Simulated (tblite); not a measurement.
Species: H9NS2Si4.
Numbering: `[NH2:1][Si@@H:2]1[S:3][Si@@H:4]([SiH3:5])[Si@H:6]1[SH:7]` (hydrogens: H8, H9 on N1; H10 on Si2; H11 on Si4; H12, H13, H14 on Si5; H15 on Si6; H16 on S7)

The geometry is computed with GFN2-xTB (gas phase).

Some entries are withheld. Bonds in one row agree within 0.01 Å.

```csv
coordinate,value
N1–Si2,?
Si2–S3,2.181 Å
S3–Si4,?
Si4–Si5,2.323 Å
Si4–Si6,2.356 Å
Si6–S7,?
Si2–Si6,?
"N1–H8, N1–H9",1.007 Å
Si2–H10,1.465 Å
Si4–H11,1.469 Å
"Si5–H12, Si5–H13, Si5–H14",1.464 Å
Si6–H15,1.471 Å
S7–H16,1.322 Å
N1–Si2–S3,?
N1–Si2–Si6,108.8°
S3–Si2–Si6,90.2°
Si2–S3–Si4,94.1°
S3–Si4–Si5,?
S3–Si4–Si6,89.0°
Si5–Si4–Si6,124.3°
Si4–Si6–S7,109.8°
Si2–Si6–Si4,86.4°
Si2–Si6–S7,?
```

Question: Fill in the missing values.

Answer: 
- N1–Si2 = 1.718 Å, drawn single (silicon-bound nitrogen to SiH silicon); 0.10 Å below the sum of covalent radii, 1.82 Å.
- S3–Si4 = 2.204 Å, drawn single (ends: sulfur bonded to 2 Si; SiH silicon); 0.04 Å above the sum of covalent radii, 2.16 Å.
- Si6–S7 = 2.180 Å, drawn single (ends: SiH silicon; sulfur bonded to Si and H); 0.02 Å above the sum of covalent radii, 2.16 Å.
- Si2–Si6 = 2.332 Å, drawn single (both ends SiH silicon); 0.11 Å above the sum of covalent radii, 2.22 Å.
- N1–Si2–S3 = 104.8°, at the SiH silicon; the outer atoms are 3.103 Å apart.
- S3–Si4–Si5 = 110.8°, at the SiH silicon; the outer atoms are 3.727 Å apart.
- Si2–Si6–S7 = 117.9°, at the SiH silicon; the outer atoms are 3.867 Å apart.

Radii are Cordero's.

Its lowest GFN2-xTB frequency is 15i cm⁻¹, too small to tell a flat minimum from a shallow saddle. One conformer, not necessarily the lowest (H–N1–Si2–S3 -36° and -176°, Si4–Si6–S7–H -179°). 3 starts were optimised and ended at 0.00, 0.25 and 0.26 kcal/mol (GFN2-xTB); the lowest of these is shown.

Time: 3.6 s wall. Hardware: one thread, Arm Neoverse N1 (aarch64) (shared host). That covers the optimisation of the geometry.
